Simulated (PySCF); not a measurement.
## Electron correlation in Zn+ (zinc, charge +1)

[Ar] 3d10 4s1, 2S determinant. Calculation: PySCF 2.14, in 6-31G*; no relativity, point nucleus. Frozen: [Ar]; 11 electrons correlated.

MP2 pair energies summed by pair of shells (mhartree):

```tsv
pair	energy	share (%)
3d-3d	-203.43	94.1
3d-4s	-12.72	5.9
```

Total MP2 correlation energy: -216.15 mhartree.

Same-spin part -79.24 and opposite-spin part -136.91 mhartree; SCS-MP2 scales them by 1/3 and 6/5 to -190.71 mhartree.

```json
{"level": "CCSD", "correlation energy (mhartree)": "-195.07"}
{"level": "(T)", "correlation energy (mhartree)": "-5.49"}
{"level": "CCSD(T)", "correlation energy (mhartree)": "-200.56"}
```

Diagnostics: T1 = 0.0061, D1 = 0.0132, largest double amplitude 0.028.

Cost of the coupled-cluster step: 0.42 s of wall time on 1 thread of Neoverse-V1 (shared host), for 11 correlated electrons.

Iterations:

```
CC2 = 0
CCSD nocc = (np.int64(6), np.int64(5)), nmo = (25, 25)
frozen orbitals [[0, 1, 2, 3, 4, 5, 6, 7, 8], [0, 1, 2, 3, 4, 5, 6, 7, 8]]
max_cycle = 100
direct = 0
conv_tol = 1e-08
conv_tol_normt = 1e-06
diis_space = 8
diis_start_cycle = 0
Init t2, MP2 energy = -0.216149221982201
Init E_corr(UCCSD) = -0.216149222040493
cycle = 1  E_corr(UCCSD) = -0.188815832147104  dE = 0.0273333899  norm(t1,t2) = 0.0438626
cycle = 2  E_corr(UCCSD) = -0.196123094752727  dE = -0.00730726261  norm(t1,t2) = 0.0120097
cycle = 3  E_corr(UCCSD) = -0.19489786983601  dE = 0.00122522492  norm(t1,t2) = 0.00338631
cycle = 4  E_corr(UCCSD) = -0.195068876910964  dE = -0.000171007075  norm(t1,t2) = 0.00101299
cycle = 5  E_corr(UCCSD) = -0.1950753632558  dE = -6.48634484e-06  norm(t1,t2) = 5.8536e-05
cycle = 6  E_corr(UCCSD) = -0.195072080622876  dE = 3.28263292e-06  norm(t1,t2) = 1.36435e-05
cycle = 7  E_corr(UCCSD) = -0.195072178733263  dE = -9.8110387e-08  norm(t1,t2) = 3.28672e-06
cycle = 8  E_corr(UCCSD) = -0.195072355753451  dE = -1.77020188e-07  norm(t1,t2) = 8.25262e-07
cycle = 9  E_corr(UCCSD) = -0.195072354999069  dE = 7.54382667e-10  norm(t1,t2) = 8.10011e-08
UCCSD converged
E(UCCSD) = -1777.404202925644  E_corr = -0.1950723549990686
UCCSD(T) correction = -0.0054886994209539
```
